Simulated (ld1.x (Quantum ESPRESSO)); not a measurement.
**Pseudopotential generation for hafnium: ultrasoft, PBEsol, scalar-relativistic.**

ld1.x (Quantum ESPRESSO) 7.5 input, shortened:

```
&input
   title='Hf', zed=72., rel=1, dft='PBESOL', iswitch=3,
   config='[Xe] 4f14 5d2 6s2 6p0'
 /
 &inputp
   pseudotype=3, tm=.true., lloc=-1, rcloc=1.30,
   nlcc=.true., new_core_ps=.true., rcore=1.00
 /
6
6S  1  0   2.00   0.00  2.50  3.15  0.0
6S  1  0   0.00   3.50  2.50  3.15  0.0
6P  2  1   0.00   0.00  3.50  4.05  0.0
6P  2  1   0.00   1.40  3.50  4.05  0.0
5D  3  2   2.00   0.00  1.40  1.65  0.0
5D  3  2   0.00   3.40  1.40  1.65  0.0
 &test
   configts(1)='5d2 6s2 6p0'
 /
```

All-electron outer shells of the reference configuration (PBEsol, scalar-relativistic, ld1.x):

| shell | level (eV) | outermost node (bohr) | outermost maximum (bohr) |
| --- | --- | --- | --- |
| 5p | -35.59 | 0.60 | 1.16 |
| 4f | -16.86 | – | 0.45 |
| 6s | -5.13 | 1.37 | 2.89 |
| 5d | -2.71 | 0.67 | 1.69 |
| 6p | -1.37 | 1.66 | 4.05 |

Question: Is the overlap operator S = 1 + Σ q|β⟩⟨β| positive definite (Bessel basis up to 400 Ry)?

Answer: No: its lowest eigenvalue is -0.472, in the p channel, so the generalised eigenproblem breaks down once the basis is large enough.

Question: Tests: 5d2 6s1 6p0; 5d2 6s0 6p0; 5d1 6s0 6p0; 5d2 6s1.5 6p0; 5d2 6s0 6p1; 5d2 6s0 6p2; 5d3 6s1 6p0. Which has the largest error in its energy relative to the reference configuration, and how large is it?

Answer: 5d1 6s0 6p0, with -268 meV (all-electron minus pseudo) on +43.94 eV.

The ghost test of this file was not conclusive. Its overlap operator is not positive definite in a basis up to 400 Ry (lowest eigenvalue s -0.31, p -0.47), so the file is unfit for use: the generalised eigenproblem breaks down once the basis is large enough, and its test numbers describe a broken file.
